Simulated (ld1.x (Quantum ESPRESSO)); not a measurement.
hydrogen (H): variants of one TM potential

Base potential:

ld1.x (Quantum ESPRESSO) 7.5 input, shortened:

```
&input
   title='H', zed=1., rel=1, dft='PBE', iswitch=3,
   config='1s0.75'
 /
 &inputp
   pseudotype=2, tm=.true., lloc=0,
   nlcc=.false.
 /
1
1S  1  0   0.75   0.00  1.40  1.40  0.0
 &test
   configts(1)='1s0.75'
 /
```

Cutoffs, loose and tight: the cutoffs (Ry, on a coarse ladder) from which the occupation-weighted sum of valence levels, in a spherical-Bessel basis at the reference potential, stays within 10 and 1 mRy of its value at 400 Ry. They do not see the model core or the augmentation charge, which bear on the density cutoff. Test errors are all-electron minus pseudo excitation energies from the reference, over the configurations 1s1; 1s0.5. A dash means not determined; rows that change the core or the reference have their own tests.

| change | outcome | cutoff, loose | cutoff, tight | bound ghosts | largest test error (meV) |
| --- | --- | --- | --- | --- | --- |
| base | generated | 18 Ry | 30 Ry | none | +0.8 |
| wave 1s (bound): rc 1.40 bohr becomes 1s (bound): rc 0.94 bohr | generated | 25 Ry | 50 Ry | none | +0.1 |
| wave 1s (bound): rc 1.40 bohr becomes 1s (bound): rc 1.02 bohr | generated | 25 Ry | 45 Ry | none | +0.2 |
| wave 1s (bound): rc 1.40 bohr becomes 1s (bound): rc 1.18 bohr | generated | 21 Ry | 35 Ry | none | +0.4 |
| wave 1s (bound): rc 1.40 bohr becomes 1s (bound): rc 1.38 bohr | generated | 18 Ry | 30 Ry | none | +0.8 |
| wave 1s (bound): rc 1.40 bohr becomes 1s (bound): rc 1.48 bohr | generated | 18 Ry | 30 Ry | none | +1.1 |
| wave 1s (bound): rc 1.40 bohr becomes 1s (bound): rc 1.64 bohr | generated | 15 Ry | 25 Ry | none | +1.7 |
| wave 1s (bound): rc 1.40 bohr becomes 1s (bound): rc 1.82 bohr | generated | 12 Ry | 21 Ry | none | +2.6 |
| wave 1s (bound): rc 1.40 bohr becomes 1s (bound): rc 1.92 bohr | generated | 12 Ry | 18 Ry | none | +3.2 |
| wave 1s (bound): rc 1.40 bohr becomes 1s (bound): rc 2.12 bohr | generated | 10 Ry | 18 Ry | none | +4.8 |

Reading the sweep of the s radius (base included, trends over the rows without a ghost): The loose cutoff falls from 25 Ry at 0.94 to 10 Ry at 2.12 bohr. A larger radius leaves more room for a smooth pseudo-wave, so fewer plane waves are needed; a smaller one forces it to follow the all-electron wave where it bends sharply. The median size of the test errors (rows with all tests solved) rises from 0.1 meV at 0.94 to 3.3 meV at 2.12 bohr. More of the atom is replaced by a form fitted at one configuration, so other configurations suffer as the radius grows.
